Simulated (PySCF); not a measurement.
## As⁺: excitation energy

As⁺ [Ar] 3d10 4s2 4p2 (3P) → As⁺ [Ar] 3d10 4s2 4p1 5s1 (3P), as a difference of total energies. All numbers are calculated (PySCF 2.14, the spin-free X2C one-electron Hamiltonian (Gaussian nucleus), in x2c-TZVPPall with one added diffuse shell each of s, p, d type (7s6p5d1f, 57 functions)). Correlated levels: valence and next inner shell: [Ne] frozen. The calculations carry no spin-orbit coupling.

```csv
method,excitation energy (eV)
UHF,9.535
MP2 (valence and next inner shell),9.717
SCS-MP2 (valence and next inner shell),9.677
CCSD (valence and next inner shell),9.689
CCSD(T) (valence and next inner shell),9.688
```

Task: How much does correlation contribute at CCSD(T) (valence and next inner shell)?

Result: 9.688 − (9.535) = 0.153 eV, measured against UHF.

A first-order spin-orbit estimate (lowest level to lowest level, LS coupling) adds -0.025 eV.

The promoted electron is Rydberg-like, and one or two diffuse shells describe it only roughly, which tends to raise the upper state.
